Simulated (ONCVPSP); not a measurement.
**Which change was made? (Mn, ONCV)**

manganese, optimised norm-conserving Vanderbilt (ONCV), made with ONCVPSP 4.0.1 (PBEsol, scalar-relativistic). Core [Ne], reference 3s2 3p6 3d5 4s2. Waves: 3s+4s: rc 1.40 bohr, ncon 4, nbas 7, qcut 7.6 1/bohr, 2 projectors; 3p: rc 1.45 bohr, ncon 5, nbas 9, qcut 7.4 1/bohr, 1 projector; 3d: rc 1.10 bohr, ncon 4, nbas 8, qcut 11.4 1/bohr, 2 projectors, debl 0.7 Ha. Local part: polynomial inside 0.70 bohr (lpopt 3, dvloc0 -1 Ha). Core correction: polynomial model core, fcfact 0.2.

Cutoffs, loose and tight: the cutoffs (Ha) at which the residual kinetic energy of the hardest occupied pseudo-wave falls to 1 and 0.1 mHa per electron. They do not see the model core or the augmentation charge, which bear on the density cutoff. Test errors are all-electron minus pseudo excitation energies from the reference, over the configurations 3s2 3p6 3d5 4s1; 3s2 3p6 3d5 4s0; 3s2 3p6 3d4 4s0; 3s2 3p6 3d5 4s0 4p1; variants that change the core or the reference have their own tests.

The base gives: outcome: generated; cutoff, loose: 60 Ha; cutoff, tight: 130 Ha; bound ghosts: none; GHOST(+) flags above zero: none; largest test error (meV): +11.

**Question.** After one change the result is: outcome: generated; cutoff, loose: 81 Ha; cutoff, tight: 93 Ha; bound ghosts: none; GHOST(+) flags above zero: none; largest test error (meV): +11. Which change was it?
A. s: qcut 6.5; p: qcut 6.3; d: qcut 9.7
B. d: rc 0.98
C. d: qcut 15.3

**Answer.** C. The others give: d: rc 0.98 → outcome: generated; cutoff, loose: 94 Ha; cutoff, tight: 236 Ha; bound ghosts: none; GHOST(+) flags above zero: none; largest test error (meV): +11 | s: qcut 6.5; p: qcut 6.3; d: qcut 9.7 → outcome: generated; cutoff, loose: 158 Ha; cutoff, tight: 199 Ha; bound ghosts: none; GHOST(+) flags above zero: none; largest test error (meV): -16.
